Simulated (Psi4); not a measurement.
**MP2, SCS-MP2 and SOS-MP2 from spin components**

System: CH$_{5}$AlOS, singlet, geometry from GFN2-xTB (such geometries of metal compounds can be far from the true shape). Level: MP2/def2-SVPD (Psi4). Sums are taken with unrounded values, so a last digit can differ.

Psi4 was given this input:
```
memory 2 GB

molecule mol {
0 1
  Al   -0.098732   -0.240398    0.669891
  H    -0.312539   -0.910792    2.014394
  O    -0.014464   -1.206805   -0.652905
  C     0.047537   -2.079841   -1.747747
  H     0.107354   -1.507885   -2.675494
  H     0.929834   -2.717182   -1.661904
  H    -0.845465   -2.707543   -1.770196
  S     0.081667    1.941356    0.575116
  H    -0.071847    2.040360    1.892484
}

set basis def2-svpd
set reference rhf
set freeze_core true

energy('mp2')
print_variables()
```

It gave an SCF energy of -754.900392 Eh, a same-spin correlation energy of -0.129923 Eh and an opposite-spin one of -0.418561 Eh.

### Question
Work out the MP2, SCS-MP2 (6/5 and 1/3) and SOS-MP2 (1.3 and 0) correlation and total energies.

### Answer
MP2: -0.418561 + (-0.129923) = -0.548483 Eh, total -755.448875 Eh, as the program printed. SCS-MP2: 1.2 × (-0.418561) + (-0.129923)/3 = -0.545580 Eh, total -755.445973 Eh. SOS-MP2: 1.3 × (-0.418561) = -0.544129 Eh, total -755.444521 Eh. Opposite spins carry 76 % of the MP2 correlation; same-spin pairs are already kept apart by exchange.
